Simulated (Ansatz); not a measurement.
**Four-centre ligand exchange**

Start structure (CH$_{6}$BrGa, singlet), relaxed at PBE0-D4/def2-TZVP:

| atom | x (Å) | y (Å) | z (Å) |
| --- | --- | --- | --- |
| Ga1 | -0.7044 | -0.6067 | -1.4262 |
| Br2 | 0.6794 | 0.5621 | -2.8497 |
| H3 | -0.2217 | -2.0407 | -1.0620 |
| H4 | -2.0385 | 0.1078 | -1.0630 |
| H5 | 0.8250 | 0.6769 | 0.2877 |
| C6 | 0.4542 | 0.3938 | 1.2767 |
| H7 | 0.0884 | 1.2881 | 1.7787 |
| H8 | 1.2761 | -0.0475 | 1.8386 |
| H9 | -0.3585 | -0.3337 | 1.2192 |

The step: GaH₂Br ([GaH2][Br]) + CH₄ → CH₅Ga ([CH3][GaH2]) + HBr (still joined by a long Ga–Br bond); bonds formed: Ga1–C6, Br2–H5; bonds broken: H5–C6; bonds weakened to dative contacts: Ga1–Br2. Ansatz 0.2.0; basis: def2-TZVPP and def2-QZVPP; cores frozen in the correlated methods. Filled d shells of the heavier atoms are correlated. The def2 sets are not built for correlating such inner shells, so the correlated values are less sure here. Extrapolation: Hartree–Fock as exp(−7.88 √X), correlation as X^−2.97. Energies below are by CCSD(T) at an estimated basis limit (MP2 extrapolated from triple and quadruple zeta, plus CCSD(T) − MP2 in triple zeta).

Question: What are the electronic barrier and the energy of the step, from the start structure to the end structure? (Judge from chemistry; the value comes from the calculation.)

Answer: The calculation gives: Barrier 1.909 eV; step energy 1.478 eV (uphill); reverse barrier, their difference, 0.432 eV. Barrier and step energy count from the start structure, the reverse barrier from the end structure.

The saddle point: One imaginary mode of 653i cm⁻¹.
```csv
pair,start (Å),saddle (Å),end (Å)
Ga1–C6,3.11,2.08,1.98
Br2–H5,3.14,1.60,1.42
Ga1–Br2,2.30,2.71,2.93
H5–C6,1.09,1.62,3.12
```

Zero-point energy (harmonic, PBE0-D4): ZPE is 1.634 eV at the start and 1.507 eV at the saddle, so the barrier goes from 1.909 to 1.783 eV.

The T1 diagnostic stays at or below 0.011. The start structure is not quite a true minimum (one mode of 62i cm⁻¹). The end structure is not quite a true minimum (one mode of 38i cm⁻¹).

Labels in which every atom is bracketed show which atoms are joined, not bond orders.

For scale, one of the runs: CCSD(T)/def2-TZVPP, 211 basis functions, launched by `ansatz run in.yaml --threads 4 --pin off --events-out ev --progress --plain --max-ram 9574MiB`. The run took 98 s on 4 CPU threads of an Arm Neoverse V2 (shared host), with 3 GiB of host memory at its peak.
